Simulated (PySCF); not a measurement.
**Pd⁴¹⁺: ionisation energy**

Pd⁴¹⁺ [He] 2s2 2p1 (2P) → Pd⁴²⁺ [He] 2s2 (1S), as a difference of total energies. Calculation: PySCF 2.14, in an even-tempered Gaussian basis (19 s from 16 bohr⁻², ratio 2.2; 12 p from 21 bohr⁻², ratio 2.2; 6 d from 83 bohr⁻², ratio 2.4; 5 f from 120 bohr⁻², ratio 2.4; 4 g from 190 bohr⁻², ratio 2.4); the spin-free X2C one-electron Hamiltonian (Gaussian nucleus). Correlated levels: nothing frozen; virtual orbitals above 40 to 60 times the deepest correlated orbital energy dropped. The calculations carry no spin-orbit coupling.

| method | ionisation energy (eV) |
| --- | --- |
| UHF | 6356.9 |
| LDA | 6351.5 |
| PBE | 6358.2 |
| PBE0 | 6358.1 |
| r2SCAN | 6360.1 |
| TPSS | 6360.4 |
| TPSSh | 6360.1 |
| MP2 (all electrons) | 6356.2 |
| SCS-MP2 (all electrons) | 6355.8 |

A first-order spin-orbit estimate (lowest level to lowest level, LS coupling) adds 116.2 eV.

For this ion Breit and QED terms and the two-electron picture change, all absent here, outweigh the differences among the correlated methods.

For comparison: 6469 ± 5 eV (semi-empirical (NIST evaluation); NIST Atomic Spectra Database, ionization energies).
